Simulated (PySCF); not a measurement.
## HSnN, singlet: computed properties

Level of theory: PBE0 in PySCF with Sn def2-TZVP with ECP28, N def2-TZVP, H def2-TZVP; scalar-relativistic core potentials, no spin–orbit coupling; density-fitted integrals.

The structure is a minimum.

```xyz
3
charge 0 multiplicity 1, angstrom
Sn    0.0000    0.0000    0.1752
N     0.0000    0.0000   -1.6339
H     0.0000    0.0000    1.8568
```

```json
{
 "Point group": "C∞v",
 "Bond lengths": "Sn–H 1.682 Å, Sn–N 1.809 Å",
 "Bond angles": "H–Sn–N 180.0°",
 "Dipole moment": "4.79 D",
 "Rotational constants": "0.3785 cm⁻¹",
 "Atomisation energy without zero-point energy": "424 kJ/mol",
 "Highest occupied level": "-7.02 eV",
 "Principal polarisabilities": "37.1, 37.1, 65.5 bohr³",
 "Zero-point energy": "20.9 kJ/mol",
 "Lowest empty level": "-2.00 eV",
 "Heat capacity Cp at 298.15 K": "44.8 J/(mol K)",
 "Entropy at 298.15 K and 1 bar": "242.1 J/(mol K)",
 "Enthalpy at 298.15 K above 0 K": "10.87 kJ/mol",
 "Principal quadrupole moments (Buckingham, traceless) about the centre of mass": "-6.39, 3.19, 3.19 D Å",
 "Rotational symmetry number": "1"
}
```

Harmonic modes (masses in u: Sn 119.902, N 14.003, H 1.008):
| symmetry | ω (cm⁻¹) | IR (km/mol, summed over degenerate members) | μ (u) |
| --- | --- | --- | --- |
| π | 323 | 8.2 | 1.10 |
| σ+ | 917 | 1.9 | 14.41 |
| σ+ | 1934 | 81.8 | 1.02 |

In C∞v the vibrations span π + 2σ+.

Charges (e):
```csv
atom,Mulliken,Löwdin,polar tensor,Mayer order to Sn1
Sn1,0.44,0.46,0.40,–
N2,-0.49,-0.42,-0.37,2.83
H3,0.04,-0.03,-0.03,0.82
```

Mulliken populations on Sn1 (electrons outside its core potential): s 3.42, p 7.99, d 10.08, f 0.06.

Outer orbital energies (eV). occupied: -29.11, -28.98, -28.98, -19.95, -13.49, -8.64, -7.02, -7.02; empty: -2.00, -2.00, -1.96, 2.02.

Counting electrons, tin keeps none of its valence electrons outside its bonds, so the VSEPR class is AX2 and the expected shape is linear; with unlike ligands the computed point group is C∞v.

Other isomers or separated fragments may lie lower.

The final relaxation and frequency run took 29 s on 2 threads of a shared Arm Neoverse V1 host, with 87 basis functions and 9 gradients; the process peaked at 0.81 GiB.
